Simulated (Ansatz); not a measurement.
```yaml
atoms:
  - { symbol: Si, position_ang: [0.0075, -0.0049, -0.1386] }
  - { symbol: H, position_ang: [-0.0057, 1.1043, 0.9403] }
  - { symbol: H, position_ang: [-0.0040, -1.0887, 0.9444] }
```

Basis set: STO-3G (spherical functions). Left uncorrelated: 5 orbitals. Charge 0, multiplicity 1.

Computed with Ansatz (development build ahead of 0.2.0); each method stands on the lowest determinant of its kind that the runs found. Restricted open shells among the atoms or ions are ROHF, correlated in semicanonical orbitals with singles.

The atomization energy at this shape (free ground-state atoms in the same class of orbitals less the molecule, no zero-point energy) of singlet SiH2:

```
 method  atomization energy
RHF-MP2     181.29 kcal/mol
```

What does RHF give?

164.19 kcal/mol.

This basis has no polarisation functions and is too small for such energies, which can lie far from measured ones in either direction.
